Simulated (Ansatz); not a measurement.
A structure relaxed at PBE-D4/def2-SVP in Ansatz, charge 0, singlet:

```xyz
44

C     7.140    2.219   -1.182
C     5.653    1.990   -1.352
O     5.128    0.892   -1.354
S     4.732    3.525   -1.564
C     3.052    2.822   -1.700
C     2.388    2.577   -0.344
C     0.977    1.984   -0.449
C     0.924    0.583   -1.094
C    -0.456   -0.028   -1.051
C    -1.295    0.077   -2.176
C    -2.601   -0.420   -2.178
C    -3.132   -1.051   -1.034
C    -4.472   -1.573   -0.998
C    -4.970   -2.184    0.126
C    -4.168   -2.326    1.311
C    -4.658   -2.950    2.480
C    -3.854   -3.075    3.620
C    -2.544   -2.580    3.622
C    -2.009   -1.948    2.477
C    -0.669   -1.432    2.439
C    -0.168   -0.820    1.316
C    -0.959   -0.663    0.122
C    -2.303   -1.177    0.132
C    -2.824   -1.815    1.303
H     7.676    1.705   -2.006
H     7.468    1.748   -0.234
H     7.411    3.291   -1.178
H     2.471    3.535   -2.321
H     3.171    1.875   -2.266
H     2.347    3.533    0.220
H     3.035    1.890    0.244
H     0.314    2.671   -1.022
H     0.537    1.928    0.569
H     1.249    0.647   -2.153
H     1.667   -0.074   -0.593
H    -0.902    0.565   -3.083
H    -3.229   -0.324   -3.077
H    -5.096   -1.469   -1.900
H    -5.998   -2.578    0.139
H    -5.688   -3.340    2.483
H    -4.255   -3.565    4.521
H    -1.913   -2.680    4.519
H    -0.041   -1.541    3.337
H     0.865   -0.445    1.326
```

Problem. Give its formula, name or SMILES.

Solution. `CC(=O)SCCCCc1ccc2ccc3cccc4ccc1c2c34`.

Problem. Summarise the bond lengths by kind (pairs closer than 1.2 times the sum of covalent radii, bridged metal pairs left out).

Solution. 24 × C–C 1.37 to 1.54 Å; 2 × C–S 1.80 to 1.83 Å; 1 × C–O 1.22 Å; 20 × C–H 1.10 to 1.11 Å.

Single mean-field runs in def2-SVP are fitted with def2-universal-jkfit.
